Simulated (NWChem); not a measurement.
System: C$_{2}$H$_{6}$Be; SMILES [CH3][Be][CH3]

Output (shortened):

```
             Northwest Computational Chemistry Package (NWChem) 7.3.0
             --------------------------------------------------------

 D3  symmetry detected

                             Geometry "geometry" -> ""
                             -------------------------

 Output coordinates in angstroms (scale by  1.889725989 to convert to a.u.)

  No.       Tag          Charge          X              Y              Z
 ---- ---------------- ---------- -------------- -------------- --------------
    1 Be                   4.0000    -0.00000000    -0.00000000     0.00000000
    2 C                    6.0000     0.00000000     0.00000000     1.68536400
    3 H                    1.0000    -0.72718314     0.71143251     2.10235050
    4 H                    1.0000     0.97971019     0.27404282     2.10235050
    5 H                    1.0000    -0.25252705    -0.98547533     2.10235050
    6 C                    6.0000     0.00000000     0.00000000    -1.68536400
    7 H                    1.0000    -0.98547533    -0.25252705    -2.10235050
    8 H                    1.0000     0.71143251    -0.72718314    -2.10235050
    9 H                    1.0000     0.27404282     0.97971019    -2.10235050

 Effective nuclear repulsion energy (a.u.)      51.2208904861

      Symmetry information
      --------------------

 Group name             D3
 Group number             12
 Group order               6
 No. of unique centers     3

                                 NWChem DFT Module
                                 -----------------

 Summary of "ao basis" -> "ao basis" (spherical)
 ------------------------------------------------------------------------------
       Tag                 Description            Shells   Functions and Types
 ---------------- ------------------------------  ------  ---------------------
 Be                          6-31g*                  6       14   3s2p1d
 C                           6-31g*                  6       14   3s2p1d
 H                           6-31g*                  2        2   2s

      Symmetry analysis of basis
      --------------------------

        a1         12
        a2         10
        e          32

  Rotation of axis

            General Information
            -------------------
          SCF calculation type: DFT
          Wavefunction type:  closed shell.
          No. of atoms     :     9
          No. of electrons :    22
           Alpha electrons :    11
            Beta electrons :    11
          Charge           :     0
          Spin multiplicity:     1
          Use of symmetry is: on ; symmetry adaption is: on
          Maximum number of iterations: 150
          AO basis - number of functions:    54
                     number of shells:    30
          Convergence on energy requested:  1.00D-06
          Convergence on density requested:  1.00D-05
          Convergence on gradient requested:  5.00D-04

              XC Information
              --------------
                         PBE0 Method XC Functional
                     Hartree-Fock (Exact) Exchange  0.250
          PerdewBurkeErnzerhof Exchange Functional  0.750
            Perdew 1991 LDA Correlation Functional  1.000 local
           PerdewBurkeErnz. Correlation Functional  1.000 non-local

             Grid Information
             ----------------
          Grid used for XC integration:  xfine
          Radial quadrature: Mura-Knowles
          Angular quadrature: Lebedev.
          Tag              B.-S. Rad. Rad. Pts. Rad. Cut. Ang. Pts.
          ---              ---------- --------- --------- ---------
          Be                  1.05      100           8.0      1454
          C                   0.70      100          11.0      1454
          H                   0.35      100          12.0      1202
          Grid pruning is: on
          Number of quadrature shells:   300
          Spatial weights used:  Erf1

      Superposition of Atomic Density Guess
      -------------------------------------

 Sum of atomic energies:         -92.87666757

      Non-variational initial energy
      ------------------------------

 Total energy =     -94.371816
 1-e energy   =    -223.676240
 2-e energy   =      78.083534
 HOMO         =      -0.335741
 LUMO         =       0.060418

      Symmetry analysis of molecular orbitals - initial
      -------------------------------------------------

  Numbering of irreducible representations:

     1 a1          2 a2          3 e

  Orbital symmetries:

     1 a1          2 a2          3 a1          4 a1          5 a2
     6 e           7 e           8 e           9 e          10 a1
    11 a2         12 a1         13 e          14 e          15 a2
    16 e          17 e          18 e          19 e          20 a1
    21 a2

   convergence    iter        energy       DeltaE   RMS-Dens  Diis-err
 ---------------- ----- ----------------- --------- --------- ---------
 d= 0,ls=0.0,diis     1    -94.4068246219 -1.46D+02  9.10D-03  2.14D-01
 d= 0,ls=0.0,diis     2    -94.4269749558 -2.02D-02  3.57D-03  5.51D-02
 d= 0,ls=0.0,diis     3    -94.4327330266 -5.76D-03  1.25D-03  1.30D-02
 d= 0,ls=0.0,diis     4    -94.4344304944 -1.70D-03  5.71D-05  2.23D-06
 d= 0,ls=0.0,diis     5    -94.4344311610 -6.67D-07  1.12D-05  4.07D-07
 d= 0,ls=0.0,diis     6    -94.4344312294 -6.84D-08  1.30D-06  5.94D-09

         Total DFT energy =      -94.434431229376
      One electron energy =     -226.968319449368
           Coulomb energy =       97.170269535494
    Exchange-Corr. energy =      -15.857271801617
 Nuclear repulsion energy =       51.220890486115

 Numeric. integr. density =       21.999999972403

                  Occupations of the irreducible representations
                  ----------------------------------------------

                     irrep           alpha         beta
                     --------     --------     --------
                     a1                4.0          4.0
                     a2                3.0          3.0
                     e                 4.0          4.0

                       DFT Final Molecular Orbital Analysis
                       ------------------------------------

 Vector    9  Occ=2.000000D+00  E=-3.824485D-01  Symmetry=e
              MO Center=  7.7D-03,  2.6D-03,  1.8D-14, r^2= 4.9D+00
   Bfn.  Coefficient  Atom+Function         Bfn.  Coefficient  Atom+Function
  ----- ------------  ---------------      ----- ------------  ---------------
    18      0.258239  2 C  py                38     -0.258301  6 C  py
    53     -0.185542  9 H  s                 33     -0.184282  5 H  s
    54     -0.162737  9 H  s                 17      0.161526  2 C  px
    34     -0.161640  5 H  s                 37     -0.161427  6 C  px
    31      0.142928  4 H  s                 49      0.139991  7 H  s

 Vector   10  Occ=2.000000D+00  E=-3.178104D-01  Symmetry=a1
              MO Center=  9.1D-17,  1.1D-16, -7.1D-15, r^2= 3.0D+00
   Bfn.  Coefficient  Atom+Function         Bfn.  Coefficient  Atom+Function
  ----- ------------  ---------------      ----- ------------  ---------------
    19      0.303856  2 C  pz                39     -0.303856  6 C  pz
     6     -0.246368  1 Be s                 23      0.203517  2 C  pz
    43     -0.203517  6 C  pz                 2     -0.201987  1 Be s
     1      0.192498  1 Be s                 20     -0.070229  2 C  s
    40     -0.070229  6 C  s                 30      0.059620  3 H  s

 Vector   11  Occ=2.000000D+00  E=-2.861691D-01  Symmetry=a2
              MO Center=  1.3D-16, -1.1D-15,  7.6D-15, r^2= 3.0D+00
   Bfn.  Coefficient  Atom+Function         Bfn.  Coefficient  Atom+Function
  ----- ------------  ---------------      ----- ------------  ---------------
     5      0.366313  1 Be pz                19     -0.342589  2 C  pz
    39     -0.342589  6 C  pz                23     -0.187862  2 C  pz
    43     -0.187862  6 C  pz                 9      0.083771  1 Be pz
    30     -0.069941  3 H  s                 32     -0.069941  4 H  s
    34     -0.069941  5 H  s                 50      0.069941  7 H  s

 Vector   12  Occ=0.000000D+00  E= 3.196704D-02  Symmetry=e
              MO Center=  1.1D-04,  1.5D-04, -8.7D-16, r^2= 3.3D+00
   Bfn.  Coefficient  Atom+Function         Bfn.  Coefficient  Atom+Function
  ----- ------------  ---------------      ----- ------------  ---------------
     8      0.563237  1 Be py                 7     -0.479341  1 Be px
     4      0.315263  1 Be py                30     -0.288279  3 H  s
    52      0.288818  8 H  s                  3     -0.268303  1 Be px
    34      0.167147  5 H  s                 54     -0.161618  9 H  s
    50     -0.127200  7 H  s                 32      0.121132  4 H  s

[...]

                         DFT ENERGY GRADIENTS

    atom               coordinates                        gradient
                 x          y          z           x          y          z
   1 Be     -0.000000  -0.000000   0.000000    0.000000   0.000000   0.000000
   2 C       0.000000   0.000000   3.184876   -0.000000   0.000000  -0.001194
   3 H      -1.374177   1.344412   3.972866   -0.000278   0.000271   0.000298
   4 H       1.851384   0.517866   3.972866    0.000374   0.000105   0.000298
   5 H      -0.477207  -1.862278   3.972866   -0.000096  -0.000376   0.000298
   6 C       0.000000   0.000000  -3.184876    0.000000  -0.000000   0.001194
   7 H      -1.862278  -0.477207  -3.972866   -0.000376  -0.000096  -0.000298
   8 H       1.344412  -1.374177  -3.972866    0.000271  -0.000278  -0.000298
   9 H       0.517866   1.851384  -3.972866    0.000105   0.000374  -0.000298
```

Level: PBE0/6-31G* (spherical d). Coordinates come from a B3LYP/6-31G* (spherical d) optimisation.

Problem. Reconstruct the input file.

Solution. One answer among several that fit: the input that was run:
```
start job
memory heap 200 mb stack 900 mb global 1100 mb
geometry units angstroms noautoz
  Be     0.000000     0.000000     0.000003
  C      0.000000     0.000000     1.685367
  H     -0.737523     0.700711     2.102353
  H      0.975595     0.288359     2.102353
  H     -0.238072    -0.989069     2.102353
  C      0.000000     0.000000    -1.685361
  H     -0.981675    -0.266930    -2.102348
  H      0.722005    -0.716691    -2.102348
  H      0.259670     0.983620    -2.102348
end
basis spherical
  * library 6-31g*
end
dft
  xc pbe0
  iterations 150
  grid xfine
end
task dft gradient
```
